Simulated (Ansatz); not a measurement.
Process, species as SMILES: CCC(O)CC → CCC([O])CC + H atom (the H-O bond at the site shown breaks; other sites are not compared here)
Geometries: B3LYP-D3(BJ)/def2-TZVP minima from Ansatz (an electronic-structure program), one conformer each, not searched for the lowest.

Quantity: bond dissociation energy (electronic energy difference), in kcal/mol. Cores are frozen in the correlated levels unless marked. UHF or UKS for open shells. No spin-orbit coupling. Non-relativistic unless marked X2C. CBS(X,Y): correlation extrapolated as X^-3; Hartree-Fock from the larger set. The bracket is a focal-point correction in the basis named.

| level | program | bond dissociation energy (kcal/mol) |
|---|---|---|
| HF/cc-pVTZ | Ansatz | 77.7 |
| BLYP-D3(BJ)/def2-TZVPD | Ansatz + dftd3 | 105.3 |
| revPBE-D3(BJ)/def2-TZVPD | Ansatz + dftd3 | 103.9 |
| revPBE-D4/def2-TZVPD | Ansatz + dftd4 | 104.4 |
| revPBE/def2-TZVPD | Ansatz | 102.5 |
| r2SCAN/def2-TZVPD | Ansatz | 105.0 |
| PBE0-D3(BJ)/def2-TZVP | Ansatz + dftd3 | 105.9 |

What does RI-MP2/CBS(cc-pVTZ,cc-pVQZ)+[CCSD(T)-MP2]/cc-pVTZ (Ansatz) give?

114.1 kcal/mol, so PBE0-D3(BJ)/def2-TZVP differs from it by -8.2 kcal/mol.
